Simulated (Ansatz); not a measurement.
`NC([SiH3])[AsH2]` + `[InH3]` → `N[CH]([AsH2])[InH2]` + SiH₄  (formal exchange of groups at a C–Si bond)

Gas-phase electronic energies from Ansatz, PBE0-D4/def2-TZVP geometries. CCSD(T)/CBS adds triple-zeta CCSD(T) − MP2 to the extrapolated MP2 energy (def2 sets, frozen cores). This one scheme is used for every species. def2 core potentials past Kr. For As, In outer-core shells are correlated without core-valence functions, which leaves a few kJ/mol of doubt a bond. Scalar relativity is left out up to krypton. Each species was taken in one conformer, which may not be the lowest.

| species | MP2/def2-QZVPP energy (Eh) |
| --- | --- |
| `NC([SiH3])[AsH2]` | -2621.30354 |
| `[InH3]` | -191.40759 |
| `N[CH]([AsH2])[InH2]` | -2521.28788 |
| SiH₄ | -291.42099 |

(1) Work out ΔE.

Largest T1 diagnostic among the species: 0.014.

Results:

(1) ΔE = (-2521.28788) + (-291.42099) − (-2621.30354) − (-191.40759) = 0.00226 Eh = +0.06 eV. CCSD(T)/CBS gives +0.08 eV.

In def2-TZVPP, CCSD(T) changes the Hartree–Fock value by −0.21 eV (the triples alone add −0.04 eV) and MP2 by −0.25 eV. From PBE to PBE0 (25 % exact exchange), in def2-TZVPP and without D4, ΔE moves by +0.09 eV.
